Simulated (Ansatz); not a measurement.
Compare A (`OBCB[SiH3]`) with its isomer B (`BC(B)O[SiH3]`).

Isolated molecules relaxed with PBE0-D4/def2-TZVP in Ansatz; ΔE leaves out vibrations. CCSD(T)/CBS adds triple-zeta CCSD(T) − MP2 to the extrapolated MP2 energy (def2 sets, frozen cores). Functionals use def2-TZVPP. B3LYP here is the variant with VWN-RPA as its local correlation; programs differ in this. Each species was taken in one conformer, which may not be the lowest.

Task: Which is lower in electronic energy at CCSD(T)/CBS, and by how much? (An estimate is asked.)

Result: Ansatz gave: A, by 148.9 kJ/mol.

Task: Give E(B) − E(A) in kJ/mol with B3LYP, PBE-D4, ωB97M-V, HF/def2-TZVPP, B2PLYP, CCSD/def2-TZVPP, B3LYP-D4. (Estimate.)

Result: Computed: B3LYP 146.7, PBE-D4 163.1, ωB97M-V 144.7, HF/def2-TZVPP 126.0, B2PLYP 145.8, CCSD/def2-TZVPP 148.0, B3LYP-D4 143.6. None reverses the order clearly.

Largest T1 diagnostic: 0.014.

The D4 term adds −3.1 kJ/mol with B3LYP and −1.5 kJ/mol with PBE0; it sums over pairs of atoms, weighted by their polarisabilities, and B3LYP, whose exchange is more repulsive, gets the larger term. In def2-TZVPP, CCSD(T) changes the Hartree–Fock value by +24.6 kJ/mol (the triples alone add +2.6 kJ/mol) and MP2 by +22.7 kJ/mol.
